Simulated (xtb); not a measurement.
H6Si2, charge -1, doublet, from a rough starting geometry (a state made from the parent by changing its charge; the spin is typed, not shown lowest); xtb with GFN2-xTB.

Here is a job for xtb.
```
$ xtb mol.xyz --gfn 2 --chrg -1 --uhf 1 --opt vtight --json

# file mol.xyz
8

Si    -1.11996794     0.08401005    -0.03414121
Si     1.07669951    -0.10410208     0.03245722
H     -1.73710818    -0.76559370    -0.94980137
H     -1.57114069     1.46577158    -0.33938558
H     -1.78808976    -0.17088191     1.29287696
H      1.57086525    -1.42984918     0.37405120
H      1.77558669     0.78282302     1.01657464
H      1.72102262     0.17060517    -1.30509154
```

Output, abridged:

```
   ID    Z sym.   atoms
    1   14 Si     1, 2
    2    1 H      3-8

           -------------------------------------------------
          |                Calculation Setup                |
           -------------------------------------------------

           -------------------------------------------------
          |                 G F N 2 - x T B                 |
           -------------------------------------------------

          ...................................................
          :                      SETUP                      :
          :.................................................:
          :  # basis functions                  26          :
          :  # atomic orbitals                  24          :
          :  # shells                           12          :
          :  # electrons                        15          :
          :  max. iterations                   250          :
          :  Hamiltonian                  GFN2-xTB          :
          :  restarted?                      false          :
          :  GBSA solvation                  false          :
          :  PC potential                    false          :
          :  electronic temp.          300.0000000     K    :
          :  accuracy                    1.0000000          :
          :  -> integral cutoff          0.2500000E+02      :
          :  -> integral neglect         0.1000000E-07      :
          :  -> SCF convergence          0.1000000E-05 Eh   :
          :  -> wf. convergence          0.1000000E-03 e    :
          :  Broyden damping             0.4000000          :
          :  net charge                         -1          :
          :  unpaired electrons                  1          :
          ...................................................

 iter      E             dE          RMSdq      gap      omega  full diag
   1     -6.5575981 -0.655760E+01  0.619E+00    0.23       0.0  T
   2     -6.6582226 -0.100625E+00  0.314E+00    0.19       1.0  T
   3     -6.6564368  0.178579E-02  0.208E+00    0.25       1.0  T
   4     -6.6397621  0.166747E-01  0.216E+00    0.20       1.0  T
   5     -6.6598715 -0.201095E-01  0.334E-01    0.29       1.0  T
   6     -6.6598789 -0.733570E-05  0.219E-01    0.30       1.0  T
   7     -6.6598823 -0.346853E-05  0.112E-01    0.31       1.0  T
   8     -6.6598797  0.259875E-05  0.826E-02    0.31       1.0  T
   9     -6.6598885 -0.876322E-05  0.361E-02    0.31       1.0  T
  10     -6.6598887 -0.186035E-06  0.156E-02    0.31       2.3  T
  11     -6.6598888 -0.117130E-06  0.988E-03    0.31       3.6  T
  12     -6.6598888  0.111135E-07  0.531E-03    0.31       6.7  T
  13     -6.6598888 -0.336297E-07  0.197E-03    0.31      18.0  T
  14     -6.6598888 -0.136538E-08  0.678E-04    0.31      52.1  T
  15     -6.6598888 -0.232427E-09  0.245E-04    0.31     144.2  T

   *** convergence criteria satisfied after 15 iterations ***

         :::::::::::::::::::::::::::::::::::::::::::::::::::::
         ::                     SUMMARY                     ::
         :::::::::::::::::::::::::::::::::::::::::::::::::::::
         :: total energy              -6.590430464954 Eh    ::
         :: gradient norm              0.066427809692 Eh/a0 ::
         :: HOMO-LUMO gap              0.308718746972 eV    ::
         ::.................................................::
         :: SCC energy                -6.659887176301 Eh    ::
         :: -> isotropic ES            0.103924472856 Eh    ::
         :: -> anisotropic ES          0.013858623677 Eh    ::
         :: -> anisotropic XC          0.002297589796 Eh    ::
         :: -> dispersion             -0.006989983234 Eh    ::
         :: repulsion energy           0.069456711347 Eh    ::
         :: add. restraining           0.000000000000 Eh    ::
         :: total charge              -1.000000000000 e     ::
         :::::::::::::::::::::::::::::::::::::::::::::::::::::

[...]
 * total energy  :    -6.6143563 Eh     change       -0.5337638E-02 Eh
 * total energy  :    -6.6193001 Eh     change       -0.4943819E-02 Eh
 * total energy  :    -6.6206293 Eh     change       -0.1329264E-02 Eh
 * total energy  :    -6.6207295 Eh     change       -0.1001423E-03 Eh
 * total energy  :    -6.6214974 Eh     change       -0.7678828E-03 Eh
 * total energy  :    -6.6215613 Eh     change       -0.6397405E-04 Eh
 * total energy  :    -6.6216191 Eh     change       -0.5772457E-04 Eh
 * total energy  :    -6.6216269 Eh     change       -0.7874177E-05 Eh
 * total energy  :    -6.6216309 Eh     change       -0.3998546E-05 Eh
 * total energy  :    -6.6216312 Eh     change       -0.2536566E-06 Eh
 * total energy  :    -6.6216315 Eh     change       -0.2808294E-06 Eh
 * total energy  :    -6.6216315 Eh     change       -0.8734392E-08 Eh
   *** GEOMETRY OPTIMIZATION CONVERGED AFTER 16 ITERATIONS ***
         :: total energy              -6.621631483903 Eh    ::
[...]
         4        2.0000           -0.2157504              -5.8709
         5        2.0000           -0.2156596              -5.8684
         6        2.0000           -0.2134296              -5.8077
         7        2.0000           -0.1568974              -4.2694
         8        1.0000           -0.0441135              -1.2004 (HOMO)
         9                          0.0277786               0.7559 (LUMO)
        10                          0.0567825               1.5451
        11                          0.0615945               1.6761
        12                          0.0884590               2.4071
        13                          0.1430180               3.8917
        14                          0.1455439               3.9605
        15                          0.1587355               4.3194
        16                          0.1709250               4.6511
        17                          0.2333801               6.3506
        18                          0.3996233              10.8743
        19                          0.5740237              15.6200
       ...                                ...                  ...
        24                          1.4104158              38.3794
      -------------------------------------------------------------
                  HL-Gap            0.0718921 Eh            1.9563 eV
             Fermi-level           -0.0543364 Eh           -1.4786 eV

     #   Z          covCN         q      C6AA      α(0)
     1  14 Si       3.633     0.252   104.040    19.566
     2  14 Si       3.633     0.252   104.042    19.566
     3   1 H        0.903    -0.270    17.925     6.624
     4   1 H        0.878    -0.213    11.922     5.406
     5   1 H        0.903    -0.270    17.931     6.625
     6   1 H        0.878    -0.213    11.922     5.406
     7   1 H        0.903    -0.270    17.939     6.626
     8   1 H        0.903    -0.270    17.929     6.625

 Mol. C6AA /au·bohr⁶  :       1937.618347
 Mol. C8AA /au·bohr⁸  :      64659.991537
 Mol. α(0) /au        :         76.442676

Wiberg/Mayer (AO) data.
largest (>0.10) Wiberg bond orders for each atom

 ---------------------------------------------------------------------------
     #   Z sym  total        # sym  WBO       # sym  WBO       # sym  WBO
 ---------------------------------------------------------------------------
     1  14 Si   3.834 --     2 Si   1.174     4 H    0.858     3 H    0.858
                             5 H    0.858
     2  14 Si   3.834 --     1 Si   1.174     6 H    0.858     8 H    0.858
                             7 H    0.858
     3   1 H    0.927 --     1 Si   0.858
     4   1 H    0.952 --     1 Si   0.858
     5   1 H    0.927 --     1 Si   0.858
     6   1 H    0.952 --     2 Si   0.858
     7   1 H    0.927 --     2 Si   0.858
     8   1 H    0.927 --     2 Si   0.858
 ---------------------------------------------------------------------------

Topologies differ in total number of bonds
Writing topology from bond orders to xtbtopo.mol

molecular dipole:
                 x           y           z       tot (Debye)
 q only:        0.017      -0.008      -0.020
   full:        0.017      -0.008      -0.020       0.070
molecular quadrupole (traceless):
                xx          xy          yy          xz          yz          zz
 q only:      -11.244       2.867       6.642      -0.582      -0.687       4.602
  q+dip:      -10.233       2.848       5.758      -0.592      -0.451       4.475
   full:      -11.655       4.790       5.522      -1.099       0.105       6.132

optimized geometry written to: xtbopt.xyz

           -------------------------------------------------
          | TOTAL ENERGY               -6.621631483903 Eh   |
          | GRADIENT NORM               0.000032292214 Eh/α |
          | HOMO-LUMO GAP               1.956284745026 eV   |
           -------------------------------------------------

normal termination of xtb
```
